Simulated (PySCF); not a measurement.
PBE0 on Mo⁻ (molybdenum, charge -1), [Kr] 4d5 5s2, high-spin 6S determinant. Calculation: PySCF 2.14, in def2-QZVPPD with the def2 core potential (28 electrons) (7s5p4d3f2g, 81 functions); scalar relativity through the core potential.

```
cycle= 1 E= -68.1158304215185  delta_E= -0.00871  |g|= 0.0197  |ddm|= 1.47
cycle= 2 E= -68.1166156230516  delta_E= -0.000785  |g|= 0.0111  |ddm|= 0.676
cycle= 3 E= -68.1167596928788  delta_E= -0.000144  |g|= 0.00741  |ddm|= 0.144
cycle= 4 E= -68.1168287485213  delta_E= -6.91e-05  |g|= 0.00054  |ddm|= 0.209
cycle= 5 E= -68.1168304537757  delta_E= -1.71e-06  |g|= 8.54e-05  |ddm|= 0.0351
cycle= 6 E= -68.1168304755091  delta_E= -2.17e-08  |g|= 1.14e-05  |ddm|= 0.00367
cycle= 7 E= -68.1168304756897  delta_E= -1.81e-10  |g|= 1.13e-06  |ddm|= 0.000128
converged SCF energy = -68.1168304756897  <S^2> = 8.8145222  2S+1 = 6.021469
```

Highest occupied orbital energy: 0.976 eV; ⟨L²⟩ = 0.00; populations by l: s 4.00, p 6.00, d 5.00, f 0.00.

Can this result be used?

With care. Self-consistency was reached. Energies and moments cover only the electrons outside the core potential. ⟨S²⟩ = 8.81 against 8.75 shows spin contamination. At PBE0 the highest occupied level has a positive energy, so only the finite basis holds that electron; in a semilocal or global hybrid functional this comes from self-interaction and does not mean that the real anion is unbound.
